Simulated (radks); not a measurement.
Valence configurations of the argon ion Ar+ (all share [Ne]). Calculated with a radial shooting solver on a logarithmic mesh with Libxc functionals: scalar-relativistic Kohn-Sham, LDA (Slater exchange, Perdew-Wang correlation), spin-polarised, spherical densities, point nucleus; open shells are filled with parallel spins first. Energies are relative to 3s2 3p5; eigenvalues in eV for spin up.

| valence | E (eV) | moment (Bohr magnetons) | e(3p) | e(3s) |
|---|---|---|---|---|
| 3s2 3p5 | 0.000 | 1 | -22.645 | -37.112 |
| 3s1 3p6 | 14.405 | 1 | -23.247 | -37.829 |
| 3s1.5 3p5.5 | 7.197 | 1 | -22.947 | -37.473 |

NIST lists [Ne] 3s2 3p5 as the ground configuration; this level of theory agrees among the configurations tried. The energies are those of spherical high-spin densities, not of single terms.
